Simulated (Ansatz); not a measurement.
Ansatz (an electronic-structure program) input file for Cl₂H₃NOSn, SMILES [NH2][Sn]([OH])([Cl])[Cl], B3LYP-D3(BJ)/def2-SVP. 

Ansatz 0.2 input:
```yaml
crystal:
  periodic: [false, false, false]
  atoms:
    - {symbol: N, position_ang: [2.18665904, 0.01512549, -0.13298001]}
    - {symbol: Sn, position_ang: [0.16369419, 0.13323576, -0.07834369]}
    - {symbol: O, position_ang: [-0.34075018, 1.88008663, -0.83717118]}
    - {symbol: Cl, position_ang: [-0.57131367, 0.09778188, 2.07649605]}
    - {symbol: Cl, position_ang: [-0.87313126, -1.52904859, -1.27876306]}
    - {symbol: H, position_ang: [2.57087961, 0.95032590, -0.23737363]}
    - {symbol: H, position_ang: [2.49398823, -0.51679012, -0.94207077]}
    - {symbol: H, position_ang: [-1.27462574, 2.08963891, -0.83660253]}
basis:
  gaussian:
    orbitals: def2-SVP
hamiltonian:
  xc: b3lyp
  dispersion: d3bj
relax: {f_tol: 0.002, max_steps: 200}
```

Log of the run:

```
WARN ansatz: RAYON_NUM_THREADS=1 ignored (pool sized by the plan → 1); use --threads N
Functional definition: B3LYP
integrals: 0.06 GiB planned
1168 factors; integrals over basis functions are off by at most 2.4e-4 eV
mean field: 0.55 GiB planned
mean field evaluation 1: about -34445.7926 eV, gradient 7.7e1 eV
mean field evaluation 2: about -34405.5975 eV, gradient 1.5e2 eV
mean field evaluation 4: about -34456.9110 eV, gradient 1.3e1 eV
mean field evaluation 8: about -34457.3165 eV, gradient 3.1e-1 eV
mean field evaluation 16: about -34457.3168 eV, gradient 3.7e-5 eV
mean field -34457.31684309 eV, -1266.2830379755 hartree, gradient 3.7e-5 eV, S^2 0.000000; 0 other end points of the search recorded, 0 dependent functions left out
the calculation of the forces begins
reference -34457.31709746 eV, -1266.2830473233 hartree; 37, 37 occupied and 68, 68 virtual orbitals, 1168 factors
relax step   1: F+E_penalty+E_count = -34457.71879620 eV  Δ(F+E_penalty+E_count) = +0.000e0 eV  max|allowed force component| = 1.142e0 eV/Å  Δτ_max = 0.0000 Å  (28 SCF iters, accepted)
these checks for a lower state are left out or cut short: starts, cluster_reference, orbital_swaps, neighbouring_geometries, increment
integrals: 0.06 GiB planned
1168 factors; integrals over basis functions are off by at most 2.4e-4 eV
mean field: 0.55 GiB planned
[...]
these checks for a lower state are left out or cut short: starts, cluster_reference, orbital_swaps, neighbouring_geometries, increment
integrals: 0.06 GiB planned
1168 factors; integrals over basis functions are off by at most 2.6e-4 eV
mean field: 0.55 GiB planned
mean field -34457.42169773 eV, -1266.2868913123 hartree, gradient 1.3e-5 eV, S^2 0.000000; 0 other end points of the search recorded, 0 dependent functions left out
the calculation of the forces begins
reference -34457.42195450 eV, -1266.2869007485 hartree; 37, 37 occupied and 68, 68 virtual orbitals, 1168 factors
relax step  14: F+E_penalty+E_count = -34457.81755864 eV  Δ(F+E_penalty+E_count) = -3.965e-4 eV  max|allowed force component| = 3.932e-2 eV/Å  Δτ_max = 0.0194 Å  (33 SCF iters, accepted)
these checks for a lower state are left out or cut short: starts, cluster_reference, orbital_swaps, neighbouring_geometries, increment
integrals: 0.06 GiB planned
1168 factors; integrals over basis functions are off by at most 2.6e-4 eV
mean field: 0.55 GiB planned
mean field -34457.42211652 eV, -1266.2869067027 hartree, gradient 1.3e-5 eV, S^2 0.000000; 0 other end points of the search recorded, 0 dependent functions left out
the calculation of the forces begins
reference -34457.42237327 eV, -1266.2869161378 hartree; 37, 37 occupied and 68, 68 virtual orbitals, 1168 factors
relax step  15: F+E_penalty+E_count = -34457.81778962 eV  Δ(F+E_penalty+E_count) = -2.310e-4 eV  max|allowed force component| = 2.270e-2 eV/Å  Δτ_max = 0.0345 Å  (31 SCF iters, accepted)
these checks for a lower state are left out or cut short: starts, cluster_reference, orbital_swaps, neighbouring_geometries, increment
integrals: 0.06 GiB planned
1168 factors; integrals over basis functions are off by at most 2.6e-4 eV
mean field: 0.55 GiB planned
mean field -34457.42226821 eV, -1266.2869122769 hartree, gradient 1.3e-5 eV, S^2 0.000000; 0 other end points of the search recorded, 0 dependent functions left out
the calculation of the forces begins
reference -34457.42252487 eV, -1266.2869217090 hartree; 37, 37 occupied and 68, 68 virtual orbitals, 1168 factors
relax step  16: F+E_penalty+E_count = -34457.81792792 eV  Δ(F+E_penalty+E_count) = -1.383e-4 eV  max|allowed force component| = 3.923e-2 eV/Å  Δτ_max = 0.0313 Å  (31 SCF iters, accepted)
these checks for a lower state are left out or cut short: starts, cluster_reference, orbital_swaps, neighbouring_geometries, increment
integrals: 0.06 GiB planned
1168 factors; integrals over basis functions are off by at most 2.7e-4 eV
mean field: 0.55 GiB planned
mean field evaluation 128: about -34457.4225 eV, gradient 1.3e-5 eV
mean field -34457.42245699 eV, -1266.2869192146 hartree, gradient 1.3e-5 eV, S^2 0.000000; 0 other end points of the search recorded, 0 dependent functions left out
the calculation of the forces begins
reference -34457.42271352 eV, -1266.2869286420 hartree; 37, 37 occupied and 68, 68 virtual orbitals, 1168 factors
relax step  17: F+E_penalty+E_count = -34457.81799719 eV  Δ(F+E_penalty+E_count) = -6.926e-5 eV  max|allowed force component| = 3.612e-2 eV/Å  Δτ_max = 0.0193 Å  (31 SCF iters, accepted)
these checks for a lower state are left out or cut short: starts, cluster_reference, orbital_swaps, neighbouring_geometries, increment
integrals: 0.06 GiB planned
1168 factors; integrals over basis functions are off by at most 2.7e-4 eV
mean field: 0.55 GiB planned
mean field -34457.42248537 eV, -1266.2869202574 hartree, gradient 1.2e-5 eV, S^2 0.000000; 0 other end points of the search recorded, 0 dependent functions left out
the calculation of the forces begins
reference -34457.42274180 eV, -1266.2869296810 hartree; 37, 37 occupied and 68, 68 virtual orbitals, 1168 factors
relax step  18: F+E_penalty+E_count = -34457.81805326 eV  Δ(F+E_penalty+E_count) = -5.608e-5 eV  max|allowed force component| = 2.817e-2 eV/Å  Δτ_max = 0.0119 Å  (25 SCF iters, accepted)
these checks for a lower state are left out or cut short: starts, cluster_reference, orbital_swaps, neighbouring_geometries, increment
integrals: 0.06 GiB planned
1168 factors; integrals over basis functions are off by at most 2.7e-4 eV
mean field: 0.55 GiB planned
mean field -34457.42257336 eV, -1266.2869234913 hartree, gradient 2.0e-5 eV, S^2 0.000000; 0 other end points of the search recorded, 0 dependent functions left out
the calculation of the forces begins
reference -34457.42282973 eV, -1266.2869329124 hartree; 37, 37 occupied and 68, 68 virtual orbitals, 1168 factors
relax step  19: F+E_penalty+E_count = -34457.81808526 eV  Δ(F+E_penalty+E_count) = -3.200e-5 eV  max|allowed force component| = 9.718e-3 eV/Å  Δτ_max = 0.0055 Å  (25 SCF iters, accepted)
these checks for a lower state are left out or cut short: starts, cluster_reference, orbital_swaps, neighbouring_geometries, increment
integrals: 0.06 GiB planned
1168 factors; integrals over basis functions are off by at most 2.7e-4 eV
mean field: 0.55 GiB planned
mean field -34457.42261208 eV, -1266.2869249141 hartree, gradient 1.1e-5 eV, S^2 0.000000; 0 other end points of the search recorded, 0 dependent functions left out
the calculation of the forces begins
reference -34457.42286842 eV, -1266.2869343344 hartree; 37, 37 occupied and 68, 68 virtual orbitals, 1168 factors
relax step  20: F+E_penalty+E_count = -34457.81806367 eV  Δ(F+E_penalty+E_count) = +2.159e-5 eV  max|allowed force component| = 3.196e-2 eV/Å  Δτ_max = 0.0063 Å  (25 SCF iters, rejected (line search))
these checks for a lower state are left out or cut short: starts, cluster_reference, orbital_swaps, neighbouring_geometries, increment
integrals: 0.06 GiB planned
1168 factors; integrals over basis functions are off by at most 2.7e-4 eV
mean field: 0.55 GiB planned
mean field -34457.42258917 eV, -1266.2869240722 hartree, gradient 1.1e-5 eV, S^2 0.000000; 0 other end points of the search recorded, 0 dependent functions left out
the calculation of the forces begins
reference -34457.42284552 eV, -1266.2869334926 hartree; 37, 37 occupied and 68, 68 virtual orbitals, 1168 factors
relax step  21: F+E_penalty+E_count = -34457.81809938 eV  Δ(F+E_penalty+E_count) = -1.412e-5 eV  max|allowed force component| = 3.693e-3 eV/Å  Δτ_max = 0.0031 Å  (24 SCF iters, accepted)
these checks for a lower state are left out or cut short: starts, cluster_reference, orbital_swaps, neighbouring_geometries, increment
integrals: 0.06 GiB planned
1168 factors; integrals over basis functions are off by at most 2.7e-4 eV
mean field: 0.55 GiB planned
mean field -34457.42262493 eV, -1266.2869253864 hartree, gradient 2.1e-5 eV, S^2 0.000000; 0 other end points of the search recorded, 0 dependent functions left out
the calculation of the forces begins
reference -34457.42288121 eV, -1266.2869348043 hartree; 37, 37 occupied and 68, 68 virtual orbitals, 1168 factors
relax step  22: F+E_penalty+E_count = -34457.81810924 eV  Δ(F+E_penalty+E_count) = -9.866e-6 eV  max|allowed force component| = 6.156e-3 eV/Å  Δτ_max = 0.0085 Å  (25 SCF iters, accepted)
these checks for a lower state are left out or cut short: starts, cluster_reference, orbital_swaps, neighbouring_geometries, increment
integrals: 0.06 GiB planned
1168 factors; integrals over basis functions are off by at most 2.7e-4 eV
mean field: 0.55 GiB planned
mean field evaluation 160: about -34457.3807 eV, gradient 7.5e-1 eV
mean field -34457.42267262 eV, -1266.2869271389 hartree, gradient 1.3e-5 eV, S^2 0.000000; 0 other end points of the search recorded, 0 dependent functions left out
the calculation of the forces begins
reference -34457.42292877 eV, -1266.2869365523 hartree; 37, 37 occupied and 68, 68 virtual orbitals, 1168 factors
relax step  23: F+E_penalty+E_count = -34457.81811695 eV  Δ(F+E_penalty+E_count) = -7.703e-6 eV  max|allowed force component| = 1.070e-2 eV/Å  Δτ_max = 0.0157 Å  (32 SCF iters, accepted)
these checks for a lower state are left out or cut short: starts, cluster_reference, orbital_swaps, neighbouring_geometries, increment
integrals: 0.06 GiB planned
1168 factors; integrals over basis functions are off by at most 2.7e-4 eV
mean field: 0.55 GiB planned
mean field -34457.42268695 eV, -1266.2869276654 hartree, gradient 7.2e-5 eV, S^2 0.000000; 0 other end points of the search recorded, 0 dependent functions left out
the calculation of the forces begins
reference -34457.42294307 eV, -1266.2869370778 hartree; 37, 37 occupied and 68, 68 virtual orbitals, 1168 factors
relax step  24: F+E_penalty+E_count = -34457.81811921 eV  Δ(F+E_penalty+E_count) = -2.268e-6 eV  max|allowed force component| = 7.505e-3 eV/Å  Δτ_max = 0.0027 Å  (22 SCF iters, accepted)
these checks for a lower state are left out or cut short: starts, cluster_reference, orbital_swaps, neighbouring_geometries, increment
integrals: 0.06 GiB planned
1168 factors; integrals over basis functions are off by at most 2.7e-4 eV
mean field: 0.55 GiB planned
mean field -34457.42269185 eV, -1266.2869278454 hartree, gradient 3.0e-5 eV, S^2 0.000000; 0 other end points of the search recorded, 0 dependent functions left out
the calculation of the forces begins
reference -34457.42294796 eV, -1266.2869372575 hartree; 37, 37 occupied and 68, 68 virtual orbitals, 1168 factors
relax step  25: F+E_penalty+E_count = -34457.81812101 eV  Δ(F+E_penalty+E_count) = -1.793e-6 eV  max|allowed force component| = 1.638e-3 eV/Å  Δτ_max = 0.0008 Å  (21 SCF iters, accepted)
integrals: 0.06 GiB planned
1168 factors; integrals over basis functions are off by at most 2.7e-4 eV
mean field: 0.55 GiB planned
mean field evaluation 192: about -34457.4227 eV, gradient 7.9e-6 eV
mean field -34457.42269185 eV, -1266.2869278454 hartree, gradient 3.0e-5 eV, S^2 0.000000; 1 other end points of the search recorded, 0 dependent functions left out
the calculation of the forces begins
reference -34457.42294796 eV, -1266.2869372575 hartree; 37, 37 occupied and 68, 68 virtual orbitals, 1168 factors
Total energy: -34457.81837712 eV, -1266.3014690111 hartree
Atom 0 at     2.193953     0.181597    -0.139626 Å, force    -0.000213     0.000810     0.000347 eV/Å
Atom 1 at     0.168802     0.196681    -0.124762 Å, force     0.000104     0.001270    -0.000466 eV/Å
Atom 2 at    -0.367059     1.955922    -0.845971 Å, force    -0.001638    -0.000589     0.001112 eV/Å
Atom 3 at    -0.697337    -0.028371     2.047381 Å, force    -0.000031    -0.000103    -0.000234 eV/Å
Atom 4 at    -0.772595    -1.565078    -1.381474 Å, force    -0.000060    -0.000180     0.000118 eV/Å
Atom 5 at     2.537668     0.900768    -0.779897 Å, force    -0.000230     0.000199    -0.000033 eV/Å
Atom 6 at     2.562325    -0.719161    -0.449020 Å, force     0.000639    -0.001401    -0.000226 eV/Å
Atom 7 at    -1.270357     2.197998    -0.593440 Å, force     0.001426    -0.000005    -0.000618 eV/Å
Dipole moment:     0.204657     0.106118    -0.216316 e Å
```

The calculation finished and met its thresholds.
